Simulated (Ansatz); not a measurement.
Mulliken charges of Cl2FH3MoO3 (`[OH][Mo]([OH])([OH])([F])([Cl])[Cl]`) from PBE/def2-TZVPP in Ansatz (PBE0-D4/def2-TZVP geometry).

```json
{"atom": "O1", "x (Å)": "-0.734", "y (Å)": "-1.608", "z (Å)": "-0.269", "charge (e)": "-0.321"}
{"atom": "Mo2", "x (Å)": "-0.079", "y (Å)": "0.088", "z (Å)": "0.046", "charge (e)": "1.071"}
{"atom": "O3", "x (Å)": "1.156", "y (Å)": "-0.494", "z (Å)": "1.300", "charge (e)": "-0.336"}
{"atom": "O4", "x (Å)": "1.164", "y (Å)": "0.000", "z (Å)": "-1.304", "charge (e)": "-0.319"}
{"atom": "F5", "x (Å)": "-1.044", "y (Å)": "0.522", "z (Å)": "1.583", "charge (e)": "-0.302"}
{"atom": "Cl6", "x (Å)": "0.388", "y (Å)": "2.371", "z (Å)": "-0.013", "charge (e)": "-0.220"}
{"atom": "Cl7", "x (Å)": "-2.012", "y (Å)": "0.666", "z (Å)": "-1.173", "charge (e)": "-0.251"}
{"atom": "H8", "x (Å)": "-1.507", "y (Å)": "-1.752", "z (Å)": "-0.829", "charge (e)": "0.223"}
{"atom": "H9", "x (Å)": "0.911", "y (Å)": "-0.502", "z (Å)": "2.234", "charge (e)": "0.228"}
{"atom": "H10", "x (Å)": "1.758", "y (Å)": "0.708", "z (Å)": "-1.575", "charge (e)": "0.227"}
```

Question: By hand: the dipole of these point charges (1 e Å = 4.8032 D).

Answer: Σ q r = (0.397, -0.414, -0.099) e Å, of length 0.582 e Å = 2.80 D.

Question: How does the dipole of the full density compare? (An estimate is asked.)

Answer: Computed: (0.374, -0.406, -0.004) e Å, 2.65 D; the point charges give 1.06 times that, at 9° from its direction.

Point charges leave out the atoms' own dipoles, such as those of lone pairs, and Mulliken's split depends on the basis, so the close match here is no proof of good charges.
